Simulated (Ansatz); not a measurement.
SiH2Me(NMeEt) (C4H13NSi), relaxed as a singlet with RKS r2SCAN-D4/def2-SVP in Ansatz, starting from the GFN2-xTB geometry. Force threshold 0.02 eV/Å.

Start:

```xyz
19

Si   -0.967   -0.270   -1.018
H    -1.585   -1.536   -0.566
H    -2.012    0.757   -1.104
C    -0.176   -0.590   -2.709
H    -0.951   -0.774   -3.444
H     0.473   -1.460   -2.700
H     0.407    0.260   -3.050
N     0.220    0.401    0.034
C     1.585   -0.069    0.051
C    -0.194    1.029    1.266
C    -0.481    0.049    2.403
H     2.250    0.747    0.348
H     1.737   -0.902    0.747
H     1.868   -0.401   -0.944
H     0.589    1.730    1.579
H    -1.100    1.602    1.058
H    -0.821    0.589    3.283
H    -1.254   -0.652    2.099
H     0.413   -0.510    2.667
```

**Question.** Estimate the energy that the relaxation releases and the steps that it takes.

**Answer.** 2.3 kcal/mol, in 9 steps; 72 s on 4 threads of Intel Xeon on a shared host. No frequencies were taken in this run, so the end may be a saddle point.

**Question.** Does the start keep its bonding and symmetry?

**Answer.** By distances, no bond broke or formed. The bond that changes most is Si1–H3, from 1.47 to 1.50 Å (atoms count from 1).

**Question.** Predict the relaxed structure.

**Answer.** 
```xyz
19

Si   -0.9462   -0.3214   -1.0815
H    -1.5217   -1.6660   -0.7139
H    -2.0824    0.6519   -1.0913
C    -0.1859   -0.4905   -2.7888
H    -0.9703   -0.7508   -3.5183
H     0.5722   -1.2890   -2.8303
H     0.2848    0.4517   -3.1121
N     0.2154    0.3139    0.0528
C     1.5708   -0.1938    0.1096
C    -0.2208    1.0212    1.2486
C    -0.4465    0.1416    2.4790
H     2.2727    0.6130    0.3961
H     1.7146   -1.0249    0.8312
H     1.8873   -0.5627   -0.8787
H     0.5309    1.8011    1.4887
H    -1.1548    1.5597    1.0097
H    -0.7741    0.7482    3.3388
H    -1.2203   -0.6186    2.2828
H     0.4742   -0.3846    2.7778
```
Bond lengths: 2 × C–N 1.45 to 1.46 Å; 1 × N–Si 1.74 Å; 1 × C–C 1.53 Å; 1 × C–Si 1.88 Å; 11 × C–H 1.10 to 1.11 Å; 2 × H–Si 1.50 to 1.51 Å.
